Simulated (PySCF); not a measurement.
Si(Cl)2(F)(GeH3) (Cl2FGeH3Si), SMILES F[Si](Cl)(Cl)[GeH3]. Coordinates come from a PBE-D3(BJ)/def2-SVP optimisation. The structure was generated by enumeration, and PubChem lists no compound with its InChIKey, so it may never have been made.

All values below come from PBE-D3(BJ)/def2-SVP (PySCF 2.14.0).

Harmonic wavenumbers (cm⁻¹): 87, 96, 104, 173, 192, 232, 349, 455, 459, 556, 600, 758, 842, 845, 882, 2089, 2108, 2109. Rotational constants (GHz): 1.698, 0.9863, 0.8098; symmetry number 1.

Task: Work out the zero-point energy and the ideal-gas rigid-rotor harmonic-oscillator thermochemistry at 298.15 K and 1 atm.

Result: ZPE = ½ Σ hcν = ½ × 12936 cm⁻¹ = 77.38 kJ/mol. H − E(el) = 101.53 kJ/mol. Entropy in J/(mol K): translation 174.42, rotation 124.89, vibration 90.13, total 389.44. G − E(el) = -14.58 kJ/mol. Cp = 117.93 J/(mol K). Modes under 150 cm⁻¹ make the vibrational entropy uncertain.
